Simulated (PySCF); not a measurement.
Geometry (Å), atoms numbered from 1 in this order:
```xyz
31

C    -1.948   -1.151   -1.318
C    -0.911   -0.971   -0.202
C    -1.530   -1.413    1.135
C     0.270   -1.895   -0.552
C     1.498   -1.786    0.343
P     2.269   -0.156    0.169
C     2.953   -0.114   -1.517
O     3.284    0.235    1.199
C     0.816    0.937    0.129
C     1.099    2.290    0.365
C     0.086    3.240    0.376
C    -1.229    2.826    0.167
C    -1.515    1.481   -0.039
C    -0.509    0.503   -0.065
H    -2.179   -2.220   -1.446
H    -1.568   -0.766   -2.277
H    -2.895   -0.639   -1.099
H    -1.844   -2.468    1.086
H    -2.415   -0.805    1.376
H    -0.822   -1.301    1.968
H     0.562   -1.710   -1.600
H    -0.105   -2.932   -0.532
H     2.246   -2.558    0.103
H     1.252   -1.903    1.410
H     3.298    0.912   -1.710
H     2.228   -0.402   -2.290
H     3.825   -0.784   -1.547
H     2.135    2.576    0.567
H     0.317    4.292    0.559
H    -2.042    3.555    0.176
H    -2.558    1.185   -0.174
```

Calculated, not measured (PySCF): PBE0-D3(BJ)/def2-SVP structure, PBE0/pcSseg-1 with gauge-including orbitals. No solvent, non-relativistic Hamiltonian, equivalent nuclei averaged, one conformer.

References, each an isolated molecule treated in the same way: TMS for 13C (σref 184.41), 1H (σref 31.27); 31P (σref 310.13) against H3PO4; 17O (σref 334.56) vs H2O.

```
      atoms  nucleus  count  Hirshfeld charge  δ (ppm)
         C3      13C      1             -0.12     33.8
        H22       1H      1              0.04     1.58
H15/H16/H17       1H      3              0.04     1.29
        H23       1H      1              0.05     1.69
         C7      13C      1             -0.16     19.4
        C14      13C      1              0.01        ?
         C2      13C      1              0.02     36.0
        C10      13C      1             -0.04    138.2
         C4      13C      1             -0.07     38.7
        C12      13C      1             -0.04        ?
        H31       1H      1              0.05     7.44
        H28       1H      1              0.05     8.23
         P6      31P      1              0.42        ?
        H24       1H      1              0.05        ?
         O8      17O      1             -0.42    101.7
         C1      13C      1             -0.11     33.0
H18/H19/H20       1H      3              0.04        ?
         C9      13C      1             -0.06    137.5
        C13      13C      1             -0.05    131.5
         C5      13C      1             -0.11     26.1
        H30       1H      1              0.05     7.49
        H29       1H      1              0.05        ?
        H21       1H      1              0.03        ?
H25/H26/H27       1H      3              0.05        ?
        C11      13C      1             -0.05    131.8
```

Problem. Estimate the values marked ?.

Solution. 
- C14: 154.6 ppm, substituted aromatic carbon
- C12: 136.6 ppm, aromatic CH; the aromatic region
- H29: 7.46 ppm, hydrogen on an aromatic CH; the ring current deshields protons in the ring plane
- H24: 2.12 ppm, hydrogen on an sp3 CH2 bonded to P
- H21: 1.69 ppm, hydrogen on an sp3 CH2 in a ring
- H25/H26/H27: 1.36 ppm, hydrogen on a methyl carbon bonded to P
- H18/H19/H20: 1.19 ppm, hydrogen on a methyl carbon
- P6: -4.9 ppm, phosphorus bonded to 3 C, O, in a 6-membered ring

Shifts are as computed. Against solution values, carbons near 30 ppm lie about +2 ppm off and those near 130 ppm about +5 ppm. Of 1211 compounds with measured shifts, 218 miss one by over three times the rms of a fit or turn the order of signals round; such compounds aren't used in these exercises. Experimental scales use liquid or dissolved standards, which lie at an offset from isolated H2O (liquid H2O: subtract about 36 ppm) and H3PO4.
